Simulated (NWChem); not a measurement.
System meant: MoHO3 cation; SMILES [O]=[Mo+](=[O])[OH]

NWChem input:

```
start job
memory heap 200 mb stack 900 mb global 1100 mb
charge 1
geometry units angstroms noautoz
  Mo     0.323298    -0.078043     0.000000
  O     -0.388404    -0.794663     1.297019
  O     -0.388404    -0.794663    -1.297019
  O     -0.080599     1.671836     0.000000
  H     -0.720164     2.406208     0.000000
end
basis spherical
  Mo library def2-svp
  O library def2-svp
  H library def2-svp
end
ecp
  Mo library def2-ecp
end
dft
  xc b3lyp
  iterations 4
  mulliken
end
task dft energy
```

End of the output:

```
    Atom       Charge   Shell Charges
 -----------   ------   -------------------------------------------------------
    1 Mo  14    13.20   0.00  0.97  0.91  0.25  0.08  5.57  0.78  0.18  3.30  0.99  0.18
    2 O    8     7.99   1.98  1.00  0.65  2.65  1.68  0.03
    3 O    8     7.99   1.98  1.00  0.65  2.65  1.68  0.03
    4 O    8     8.00   1.97  0.87  0.56  2.70  1.87  0.01
    5 H    1     0.82   0.51  0.14  0.17

 center of mass
 --------------
 x =   0.05511680 y =   0.04048517 z =   0.00000000

 moments of inertia (a.u.)
 ------------------
         447.531925694138           0.000000000000           0.000000000000
           0.000000000000         240.022351346096           0.000000000000
           0.000000000000           0.000000000000         303.199626863568

     Multipole analysis of the density
     ---------------------------------

     L   x y z        total         alpha         beta         nuclear
     -   - - -        -----         -----         ----         -------
     0   0 0 0      1.000000    -19.000000    -19.000000     39.000000

     1   1 0 0      1.146715      6.878569      6.878569    -12.610422
     1   0 1 0     -1.152249      0.978200      0.978200     -3.108649
     1   0 0 1      0.000000      0.000000      0.000000      0.000000

     2   2 0 0    -20.241749    -19.488280    -19.488280     18.734811
     2   1 1 0      4.245593      0.893085      0.893085      2.459424
     2   1 0 1      0.000000      0.000000      0.000000      0.000000
     2   0 2 0    -20.315655    -78.745220    -78.745220    137.174785
     2   0 1 1     -0.000000     -0.000000     -0.000000      0.000000
     2   0 0 2    -27.072132    -61.595686    -61.595686     96.119240

 ------------------------------------------------------------------------
 dft energy failed                                                                                  0
 ------------------------------------------------------------------------
 ------------------------------------------------------------------------
  current input line :
    24: task dft energy
 ------------------------------------------------------------------------
 ------------------------------------------------------------------------
 This type of error is most commonly associated with calculations not reaching convergence criteria
 ------------------------------------------------------------------------
 For more information see the NWChem manual at https://nwchemgit.github.io

0:dft energy failed:Received an Error in Communication
```

Q: Can this run be used? If not, why, and what is the fix?

A: Convergence was not reached. Cause: the SCF was allowed too few iterations. This input runs:
```
start job
memory heap 200 mb stack 900 mb global 1100 mb
charge 1
geometry units angstroms noautoz
  Mo     0.323298    -0.078043     0.000000
  O     -0.388404    -0.794663     1.297019
  O     -0.388404    -0.794663    -1.297019
  O     -0.080599     1.671836     0.000000
  H     -0.720164     2.406208     0.000000
end
basis spherical
  * library def2-svp
end
ecp
  Mo library def2-ecp
end
dft
  xc b3lyp
  iterations 150
  mulliken
end
task dft energy
```
It converges to -294.07117 Ha (B3LYP/def2-SVP with def2 effective core potentials on Mo).
